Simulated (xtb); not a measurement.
Br2In, doublet, from a rough starting geometry (GFN-xTB shapes and energies of metal compounds can be far from the true ones) (the spin is typed, not shown lowest); GFN2-xTB (xtb).

xtb was given this input:
```
$ xtb mol.xyz --gfn 2 --uhf 1 --opt vtight --json

# file mol.xyz
3

In     0.79628295     0.42150829     0.25968298
Br    -0.74513716     1.42651617    -1.52896797
Br    -0.01068759    -1.90409401     1.32675563
```

Output, abridged:

```
   ID    Z sym.   atoms
    1   49 In     1
    2   35 Br     2, 3

           -------------------------------------------------
          |                Calculation Setup                |
           -------------------------------------------------

           -------------------------------------------------
          |                 G F N 2 - x T B                 |
           -------------------------------------------------

          ...................................................
          :                      SETUP                      :
          :.................................................:
          :  # basis functions                  30          :
          :  # atomic orbitals                  27          :
          :  # shells                            9          :
          :  # electrons                        17          :
          :  max. iterations                   250          :
          :  Hamiltonian                  GFN2-xTB          :
          :  restarted?                      false          :
          :  GBSA solvation                  false          :
          :  PC potential                    false          :
          :  electronic temp.          300.0000000     K    :
          :  accuracy                    1.0000000          :
          :  -> integral cutoff          0.2500000E+02      :
          :  -> integral neglect         0.1000000E-07      :
          :  -> SCF convergence          0.1000000E-05 Eh   :
          :  -> wf. convergence          0.1000000E-03 e    :
          :  Broyden damping             0.4000000          :
          :  net charge                          0          :
          :  unpaired electrons                  1          :
          ...................................................

 iter      E             dE          RMSdq      gap      omega  full diag
   1     -9.4817487 -0.948175E+01  0.236E+01    5.00       0.0  T
   2     -9.5005031 -0.187544E-01  0.804E+00    5.68       1.0  T
   3     -9.4983912  0.211194E-02  0.552E+00    5.47       1.0  T
   4     -9.5023090 -0.391776E-02  0.357E+00    5.44       1.0  T
   5     -9.5028594 -0.550407E-03  0.190E+00    5.43       1.0  T
   6     -9.5031265 -0.267121E-03  0.638E-01    5.47       1.0  T
   7     -9.5031538 -0.272873E-04  0.375E-01    5.46       1.0  T
   8     -9.5031835 -0.297049E-04  0.178E-01    5.48       1.0  T
   9     -9.5031851 -0.164109E-05  0.463E-02    5.47       1.2  T
  10     -9.5031853 -0.156091E-06  0.174E-02    5.47       3.3  T
  11     -9.5031853 -0.518711E-07  0.115E-02    5.47       5.0  T
  12     -9.5031854 -0.564148E-07  0.687E-03    5.47       8.4  T
  13     -9.5031854 -0.112883E-07  0.263E-03    5.47      21.9  T
  14     -9.5031854 -0.178050E-08  0.259E-03    5.47      22.3  T
  15     -9.5031854 -0.522125E-09  0.794E-04    5.47      72.7  T
  16     -9.5031854 -0.115641E-10  0.391E-04    5.47     147.5  T

   *** convergence criteria satisfied after 16 iterations ***

         :::::::::::::::::::::::::::::::::::::::::::::::::::::
         ::                     SUMMARY                     ::
         :::::::::::::::::::::::::::::::::::::::::::::::::::::
         :: total energy              -9.500419869159 Eh    ::
         :: gradient norm              0.012548474631 Eh/a0 ::
         :: HOMO-LUMO gap              5.469742847724 eV    ::
         ::.................................................::
         :: SCC energy                -9.503185389969 Eh    ::
         :: -> isotropic ES            0.013546694167 Eh    ::
         :: -> anisotropic ES          0.004054728655 Eh    ::
         :: -> anisotropic XC         -0.003778469461 Eh    ::
         :: -> dispersion             -0.002328955675 Eh    ::
         :: repulsion energy           0.002765520810 Eh    ::
         :: add. restraining           0.000000000000 Eh    ::
         :: total charge               0.000000000000 e     ::
[...]
 * total energy  :    -9.5004199 Eh     change       -0.6147971E-11 Eh
 * total energy  :    -9.4999722 Eh     change        0.4476611E-03 Eh
 * total energy  :    -9.5009313 Eh     change       -0.9591044E-03 Eh
 * total energy  :    -9.5007765 Eh     change        0.1547627E-03 Eh
 * total energy  :    -9.5010437 Eh     change       -0.2671824E-03 Eh
 * total energy  :    -9.5010449 Eh     change       -0.1122578E-05 Eh
 * total energy  :    -9.5010450 Eh     change       -0.1248824E-06 Eh
 * total energy  :    -9.5010450 Eh     change       -0.4067024E-08 Eh
   *** GEOMETRY OPTIMIZATION CONVERGED AFTER 8 ITERATIONS ***
         :: total energy              -9.501044983630 Eh    ::
[...]

           -------------------------------------------------
          |                Property Printout                |
           -------------------------------------------------

    * Orbital Energies and Occupations

         #    Occupation            Energy/Eh            Energy/eV
      -------------------------------------------------------------
         1        2.0000           -0.8421980             -22.9174
         2        2.0000           -0.8421251             -22.9154
         3        2.0000           -0.5553931             -15.1130
         4        2.0000           -0.4544942             -12.3674
         5        2.0000           -0.4358862             -11.8611
         6        2.0000           -0.4330314             -11.7834
         7        2.0000           -0.4322406             -11.7619
         8        1.9998           -0.4274270             -11.6309
         9        1.0002           -0.4112275             -11.1901 (HOMO)
        10                         -0.2101329              -5.7180 (LUMO)
        11                         -0.1495465              -4.0694
        12                         -0.1145976              -3.1184
        13                         -0.0456009              -1.2409
        14                         -0.0189342              -0.5152
        15                         -0.0067344              -0.1833
        16                          0.0211571               0.5757
        17                          0.0344522               0.9375
        18                          0.0349002               0.9497
        19                          0.0360526               0.9810
        20                          0.0374180               1.0182
       ...                                ...                  ...
        27                          1.3121309              35.7049
      -------------------------------------------------------------
                  HL-Gap            0.2010946 Eh            5.4721 eV
             Fermi-level           -0.3650015 Eh           -9.9322 eV

     #   Z          covCN         q      C6AA      α(0)
     1  49 In       1.593     0.373   367.595    43.254
     2  35 Br       0.796    -0.186   189.827    22.213
     3  35 Br       0.796    -0.186   189.827    22.213

 Mol. C6AA /au·bohr⁶  :       2147.812972
 Mol. C8AA /au·bohr⁸  :     201086.094572
 Mol. α(0) /au        :         87.680672

Wiberg/Mayer (AO) data.
largest (>0.10) Wiberg bond orders for each atom

 ---------------------------------------------------------------------------
     #   Z sym  total        # sym  WBO       # sym  WBO       # sym  WBO
 ---------------------------------------------------------------------------
     1  49 In   1.743 --     3 Br   0.871     2 Br   0.871
     2  35 Br   1.150 --     1 In   0.871     3 Br   0.278
     3  35 Br   1.150 --     1 In   0.871     2 Br   0.278
 ---------------------------------------------------------------------------

Topologies differ in total number of bonds
Writing topology from bond orders to xtbtopo.mol

molecular dipole:
                 x           y           z       tot (Debye)
 q only:        0.850       0.440       0.288
   full:        1.525       0.790       0.516       4.559
molecular quadrupole (traceless):
                xx          xy          yy          xz          yz          zz
 q only:        3.563       1.713      -2.451      -0.683       4.895      -1.112
  q+dip:        7.230       3.150      -5.201      -2.012      10.722      -2.028
   full:        7.951       3.083      -5.985      -2.927      12.695      -1.966

optimized geometry written to: xtbopt.xyz

           -------------------------------------------------
          | TOTAL ENERGY               -9.501044983630 Eh   |
          | GRADIENT NORM               0.000001777838 Eh/α |
          | HOMO-LUMO GAP               5.472062937564 eV   |
           -------------------------------------------------

normal termination of xtb
```
